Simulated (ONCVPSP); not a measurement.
**Scattering properties, ONCV potential for Pm**

ONCVPSP 4.0.1 input, shortened (lines: element, Z, core and valence counts, functional; n l f; lmax; l rc ep ncon nbas qcut; lloc lpopt rc5 dvloc0; l nproj debl; icmod fcfact rcfact), PBE, fully relativistic:

```
  Pm 61.00   10    4        4      upf
    1    0    2.00
    2    0    2.00
    2    1    6.00
    3    0    2.00
    3    1    6.00
    3    2   10.00
    4    0    2.00
    4    1    6.00
    4    2   10.00
    4    3    4.00
    5    0    2.00
    5    1    6.00
    5    2    1.00
    6    0    1.00
    2
    0    1.85    0.00    5    8    4.90
    1    2.65    0.00    5   10    4.50
    2    3.80    0.00    3    7    4.10
    4    2    1.85    3.00
    0    2    1.40
    1    2    1.00
    2    2    3.90
    1    0.25    0.00
```

Open shells are filled in proportion to 2j + 1.

In the p channel the program set the typed energies aside and used -1.118, 0.250 Ha (j = l + 1/2; the other j can differ).

The phase is arctan(r·R′/R) of the radial function R(r), unwrapped; energies in Ha, scanned from -3 to 5 Ha. A pole is an energy at which the radial function vanishes at the test radius. The pseudo phase is shifted by a multiple of π to meet the all-electron one at the reference energy, and phase errors are pseudo minus all-electron; the curves can meet again beyond the range given. Levels narrower than the energy grid can be missing from the lists of poles.

| channel | radius (bohr) | reference energy (Ha) | poles, all-electron | poles, pseudo | unbroken range about the reference energy with phases within 0.05 rad | phase error 1 Ha above the reference energy (rad) |
| --- | --- | --- | --- | --- | --- | --- |
| s | 1.88 | -0.33 | -1.01 | -1.01 | below 1.9 | +0.001 |
| p3/2 | 2.69 | -1.12 | -0.94, 2.54 | -0.94, 2.50 | below 3.7 | -0.000 |
| p1/2 | 2.69 | -1.25 | -1.10, 2.32 | -1.10, 2.29 | below 3.6 | -0.000 |
| d5/2 | 3.85 | -0.31 | -0.20, 1.25, 3.62 | -0.25, 1.15, 3.62 | -0.3 to -0.3 | -0.154 |
| d3/2 | 3.85 | -0.32 | -0.21, 1.23, 3.58 | -0.26, 1.12, 3.58 | -0.3 to -0.3 | -0.152 |

Note: ghosts flagged at negative energy: s at -102.7 eV; no localised positive-energy state flagged. A true bound ghost makes a file unfit for plane-wave use.

Phases in the p1/2 channel:

```tsv
E (Ha)	all-electron	pseudo
-2.98	1.354	1.354
-2.76	1.338	1.338
-2.54	1.317	1.317
-2.32	1.290	1.289
-2.10	1.249	1.248
-1.88	1.179	1.178
-1.66	1.013	1.013
-1.44	0.116	0.116
-1.22	-1.400	-1.400
-1.00	-1.657	-1.657
-0.78	-1.774	-1.774
-0.56	-1.873	-1.873
-0.34	-1.995	-1.995
-0.12	-2.193	-2.193
0.10	-2.593	-2.593
0.32	-3.342	-3.342
0.54	-3.974	-3.975
0.76	-4.275	-4.275
0.98	-4.426	-4.427
1.20	-4.516	-4.517
1.42	-4.576	-4.577
1.64	-4.620	-4.622
1.86	-4.655	-4.657
2.08	-4.684	-4.687
2.30	-4.710	-4.714
2.52	-4.734	-4.739
2.74	-4.759	-4.766
2.96	-4.785	-4.795
3.18	-4.814	-4.830
3.40	-4.850	-4.876
3.62	-4.898	-4.945
3.84	-4.970	-5.069
4.06	-5.097	-5.366
4.28	-5.384	-6.286
4.50	-6.188	-7.203
4.72	-7.098	-7.497
4.94	-7.436	-7.618
```
